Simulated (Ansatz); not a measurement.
`C=[CH][SnH]([Cl])[Cl]` + CH₃OH → `C[O][SnH]([Cl])[Cl]` + ethylene at 400 K and 1 bar (ligand exchange at the Sn–C bond).

Calculated with Ansatz (gas phase, PBE0-D4/def2-TZVP geometries, no zero-point term in ΔE). CCSD(T)/CBS is the MP2 limit (def2-TZVPP, def2-QZVPP) plus CCSD(T) − MP2 in def2-TZVPP, frozen cores. This one scheme is used for every species. Elements past krypton have def2 core potentials. For Sn outer-core shells are correlated without core-valence functions, which leaves a few kJ/mol of doubt a bond. Each species was taken in one conformer, which may not be the lowest.

| species | CCSD(T)/CBS energy (Eh) | H − E (kJ/mol) | S (J/(mol·K)) |
| --- | --- | --- | --- |
| `C=[CH][SnH]([Cl])[Cl]` | -1212.15837 | 169.7 | 416.7 |
| CH₃OH | -115.61712 | 151.2 | 252.6 |
| `C[O][SnH]([Cl])[Cl]` | -1249.30688 | 170.1 | 427.3 |
| `C=C` | -78.48111 | 149.4 | 232.7 |

H − E and S are ideal-gas, rigid-rotor, harmonic terms from PBE0-D4/def2-TZVP, for one conformer and one mirror image of each species. 1 Eh = 2625.50 kJ/mol, R = 8.31446 J/(mol·K).

**Question.** By hand: ΔE, ΔH, ΔS and ΔG.

**Answer.** ΔE = (-1249.30688) + (-78.48111) − (-1212.15837) − (-115.61712) = -0.01250 Eh = -32.8 kJ/mol. Δ(H − E) = 170.1 + 149.4 − 169.7 − 151.2 = -1.4, so ΔH = -34.2 kJ/mol. ΔS = 427.3 + 232.7 − 416.7 − 252.6 = -9.3 J/(mol·K). ΔG = -34.2 − 400 × (-9.3)/1000 = -30.5 kJ/mol.

**Question.** By hand: the equilibrium constant, and the temperature at which ΔG would vanish if ΔH and ΔS stayed fixed.

**Answer.** log₁₀ K = −ΔG/(RT ln 10) = 4.0. ΔG = 0 at ΔH/ΔS = 3677 K, far beyond where these terms or the molecules hold.

The number of gas molecules stays the same, so ΔS is small and ΔH decides. A doubt of 5 kJ/mol in ΔE shifts log₁₀ K by 0.7 here. Other conformers and mirror images would add mixing entropy, several J/(mol·K) or more a flexible species. Modes under 60 cm⁻¹, often nearly free rotors, make the harmonic entropy too high. These are equilibria of isolated gas molecules and say nothing of rates. Largest T1 diagnostic: 0.013 (customary marks: 0.02 for closed shells, 0.045 for open ones).
